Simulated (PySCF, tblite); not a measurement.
Isomers of C5H5ClO2S2, one GFN2-xTB conformer each. Single-point energies are computed at PBE0/pcSseg-1 (PySCF, gas phase, no added dispersion term), electronic only.

```tsv
SMILES	GFN2-xTB relative energy (kcal/mol)
CS(=O)(=O)c1ccc(Cl)s1	24.7
Cc1ccsc1S(=O)(=O)Cl	0.0
```

Conformers: `[CH3:1][S:2](=[O:3])(=[O:4])[c:5]1[cH:6][cH:7][c:8]([Cl:9])[s:10]1` with C1–S2–C5–C6 116°; `[CH3:1][c:2]1[cH:3][cH:4][s:5][c:6]1[S:7](=[O:8])(=[O:9])[Cl:10]` with S5–C6–S7–O8 7°.

Q: What does PBE0/pcSseg-1 give for the same structures?

A: 
```json
{"SMILES": "Cc1ccsc1S(=O)(=O)Cl", "PBE0/pcSseg-1 E (Eh)": "-1599.59163", "PBE0/pcSseg-1 (kcal/mol)": "0.0", "GFN2-xTB (kcal/mol)": "0.0", "point group": "C1"}
{"SMILES": "CS(=O)(=O)c1ccc(Cl)s1", "PBE0/pcSseg-1 E (Eh)": "-1599.57979", "PBE0/pcSseg-1 (kcal/mol)": "7.4", "GFN2-xTB (kcal/mol)": "24.7", "point group": "C1"}
```

Both levels put the same isomer lowest. 

Q: Which frontier levels, dipoles and rotational constants go with these structures?

A: 
```csv
SMILES,"HOMO (eV, PBE0/pcSseg-1)",LUMO (eV),dipole (D),"A, B, C (MHz)"
Cc1ccsc1S(=O)(=O)Cl,-7.82,-2.08,5.23,"1393, 755.3, 624.3"
CS(=O)(=O)c1ccc(Cl)s1,-7.51,-1.73,4.04,"2383, 461.9, 424.9"
```

Q: What happens when harmonic zero-point energies from GFN2-xTB frequencies are added?

A: 
```csv
SMILES,ZPE (kcal/mol),electronic (kcal/mol),with ZPE (kcal/mol)
Cc1ccsc1S(=O)(=O)Cl,58.5,0.0,0.0
CS(=O)(=O)c1ccc(Cl)s1,57.4,7.4,6.4
```

The zero-point energies span 1.1 kcal/mol. The order is unchanged.
